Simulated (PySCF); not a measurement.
# Working out the ionisation energy of Kr²⁺

Kr²⁺ [Ar] 3d10 4s2 4p4 (3P) → Kr³⁺ [Ar] 3d10 4s2 4p3 (4S). Calculation: PySCF 2.14, in dyall-av2z; no relativity, point nucleus. Frozen: [Ar] 3d10; the 39 highest virtual orbitals dropped. Energies in hartree (1 hartree = 27.21139 eV):

```
            part  Kr²⁺ (lower)  Kr³⁺ (upper)
             UHF  -2750.682014  -2749.426269
CCSD correlation     -0.102282     -0.084726
             (T)     -0.001344     -0.000884
```

Q: What does Hartree-Fock give?

A: (-2749.426269) − (-2750.682014) = 1.255745 hartree = 34.171 eV.

Q: What do CCSD and CCSD(T) give?

A: The CCSD correlation energies differ by 0.017556 hartree = 0.478 eV and the triples by 0.000460 hartree = 0.013 eV, so CCSD gives 34.649 eV and CCSD(T) 34.662 eV.

A first-order spin-orbit estimate adds 0.211 eV to CCSD(T) (valence), giving 34.873 eV against 35.838 ± 0.02 eV (measured; NIST Atomic Spectra Database, ionization energies).

The calculation is non-relativistic.

A double-zeta basis recovers only part of the correlation energy.

What remains against the reference includes basis incompleteness, the frozen core and higher excitations.
